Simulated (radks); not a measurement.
Results of a calculation; reference values are marked as such.
Tb+, 64 electrons, occupied as [Xe] 4f9 6s1. Code: a radial shooting solver on a logarithmic mesh with Libxc functionals. Model: Dirac Kohn-Sham, PBEsol, spin-unpolarised, spherical densities, point nucleus; open shells fill j = l - 1/2 first. Some entries of the table are withheld. Estimate them.

| orbital | occ. | eigenvalue (eV) | <r^2> (bohr^2) | <1/r> (bohr^-1) |
|---|---|---|---|---|
| 1s1/2 | 2 | -51790.63 | 0.0006318 | 73.10 |
| 2s1/2 | 2 | -8586.002 | 0.009832 | 17.47 |
| 2p1/2 | 2 | -8159.880 | 0.007127 | 17.45 |
| 2p3/2 | 4 | -7413.720 | 0.008357 | 15.35 |
| 3s1/2 | 2 | -1908.685 | 0.06543 | 6.375 |
| 3p1/2 | 2 | (1) | 0.06084 | 6.291 |
| 3p3/2 | 4 | (2) | 0.06785 | 5.758 |
| 3d3/2 | 4 | -1250.234 | 0.05396 | 5.639 |
| 3d5/2 | 6 | -1216.622 | 0.05592 | 5.507 |
| 4s1/2 | 2 | -382.6941 | 0.3314 | 2.664 |
| 4p1/2 | 2 | -310.1602 | 0.3482 | 2.557 |
| 4p3/2 | 4 | -275.8230 | 0.3872 | 2.374 |
| 4d3/2 | 4 | -156.4087 | 0.4437 | (3) |
| 4d5/2 | 6 | -150.2099 | 0.4593 | (4) |
| 5s1/2 | 2 | -53.8185 | 1.985 | 1.004 |
| 5p1/2 | 2 | -34.3384 | 2.558 | 0.8793 |
| 5p3/2 | 4 | -29.9412 | 2.927 | 0.8140 |
| 4f5/2 | 6 | -9.7259 | 1.101 | 1.518 |
| 4f7/2 | 3 | -8.9427 | 1.162 | 1.494 |
| 6s1/2 | 1 | -8.7254 | 15.85 | 0.3350 |

Answer. 
(1) 3p1/2 eigenvalue (eV): -1723.436
(2) 3p3/2 eigenvalue (eV): -1569.429
(3) 4d3/2 <1/r> (bohr^-1): 2.153
(4) 4d5/2 <1/r> (bohr^-1): 2.108
